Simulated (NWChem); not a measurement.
System: BHBrF; SMILES FBBr

Here is an NWChem input.

```
start job
memory heap 200 mb stack 900 mb global 1100 mb
geometry units angstroms noautosym nocenter noautoz
  B     -0.561116    -1.060208     0.000000
  H     -1.738446    -1.303835     0.000000
  F      0.316576    -2.032656     0.000000
  Br     0.054262     0.740980     0.000000
end
basis spherical
  B library def2-svpd
  H library def2-svpd
  F library def2-svpd
  Br library def2-svpd
end
dft
  xc b3lyp
  iterations 150
end
property
  response 1 0.0773
end
task dft property
```

Parts of the log:

```
             Northwest Computational Chemistry Package (NWChem) 7.3.0
             --------------------------------------------------------

                             Geometry "geometry" -> ""
                             -------------------------

 Output coordinates in angstroms (scale by  1.889725989 to convert to a.u.)

  No.       Tag          Charge          X              Y              Z
 ---- ---------------- ---------- -------------- -------------- --------------
    1 B                    5.0000    -0.56111600    -1.06020800     0.00000000
    2 H                    1.0000    -1.73844600    -1.30383500     0.00000000
    3 F                    9.0000     0.31657600    -2.03265600     0.00000000
    4 Br                  35.0000     0.05426200     0.74098000     0.00000000

 Effective nuclear repulsion energy (a.u.)     137.8581910538

                              NWChem Property Module
                              ----------------------

                                 NWChem DFT Module
                                 -----------------

 Summary of "ao basis" -> "ao basis" (spherical)
 ------------------------------------------------------------------------------
       Tag                 Description            Shells   Functions and Types
 ---------------- ------------------------------  ------  ---------------------
 B                         def2-svpd                 8       20   4s2p2d
 H                         def2-svpd                 4        8   2s2p
 F                         def2-svpd                 9       23   4s3p2d
 Br                        def2-svpd                15       41   6s5p4d

            General Information
            -------------------
          SCF calculation type: DFT
          Wavefunction type:  closed shell.
          No. of atoms     :     4
          No. of electrons :    50
           Alpha electrons :    25
            Beta electrons :    25
          Charge           :     0
          Spin multiplicity:     1
          Use of symmetry is: off; symmetry adaption is: off
          Maximum number of iterations: 150
          AO basis - number of functions:    92
                     number of shells:    36
          Convergence on energy requested:  1.00D-06
          Convergence on density requested:  1.00D-05
          Convergence on gradient requested:  5.00D-04

              XC Information
              --------------
                         B3LYP Method XC Potential
                     Hartree-Fock (Exact) Exchange  0.200
                        Slater Exchange Functional  0.800 local
                    Becke 1988 Exchange Functional  0.720 non-local
              Lee-Yang-Parr Correlation Functional  0.810
                  VWN I RPA Correlation Functional  0.190 local

             Grid Information
             ----------------
          Grid used for XC integration:  medium
          Radial quadrature: Mura-Knowles
          Angular quadrature: Lebedev.
          Tag              B.-S. Rad. Rad. Pts. Rad. Cut. Ang. Pts.
          ---              ---------- --------- --------- ---------
          B                   0.85       49          11.0       434
          H                   0.35       45          11.0       434
          F                   0.50       49          11.0       434
          Br                  1.15      112          11.0       590
          Grid pruning is: on
          Number of quadrature shells:   255
          Spatial weights used:  Erf1

      Superposition of Atomic Density Guess
      -------------------------------------

 Sum of atomic energies:       -2696.38895238

      Non-variational initial energy
      ------------------------------

 Total energy =   -2697.138982
 1-e energy   =   -4027.575736
 2-e energy   =    1192.578563
 HOMO         =      -0.391292
 LUMO         =       0.021605

   convergence    iter        energy       DeltaE   RMS-Dens  Diis-err
 ---------------- ----- ----------------- --------- --------- ---------
 d= 0,ls=0.0,diis     1  -2699.0972102632 -2.84D+03  1.44D-02  5.89D-01
 d= 0,ls=0.0,diis     2  -2699.0569177216  4.03D-02  7.25D-03  1.12D+00
 d= 0,ls=0.0,diis     3  -2699.1644654772 -1.08D-01  1.22D-03  2.45D-02
 d= 0,ls=0.0,diis     4  -2699.1658720577 -1.41D-03  6.80D-04  4.70D-03
 d= 0,ls=0.0,diis     5  -2699.1663403628 -4.68D-04  2.03D-04  3.13D-04
  Resetting Diis
 d= 0,ls=0.0,diis     6  -2699.1663903505 -5.00D-05  2.30D-05  4.19D-06
 d= 0,ls=0.0,diis     7  -2699.1663907042 -3.54D-07  6.88D-06  2.43D-07

         Total DFT energy =    -2699.166390704232
      One electron energy =    -4028.627791352588
           Coulomb energy =     1297.854163534323
    Exchange-Corr. energy =     -106.250953939757
 Nuclear repulsion energy =      137.858191053792

 Numeric. integr. density =       49.999998742353

                       DFT Final Molecular Orbital Analysis
                       ------------------------------------

[...]

 DFT Linear Response polarizability / au
 Frequency  =       0.0773000 / au
 Wavelength =     589.4353558 / nm
              X              Y              Z
 -----------------------------------------------
 X      36.4488329      3.8612941     -0.0000004
 Y       3.8612895     46.7298376     -0.0000001
 Z      -0.0000004     -0.0000001     31.1855101
 -----------------------------------------------
 Eigenvalues =      35.1601552     48.0185153     31.1855101
 Isotropic   =      38.1213935
 Anisotropic =      15.2395094
 -----------------------------------------------

 Magnetic Dipole Response Matrix (nonzero elements):

 Exiting AOResponse driver routine
```

Level: B3LYP/def2-SVPD. All runs use the structure optimised with PBE0/def2-SVP.
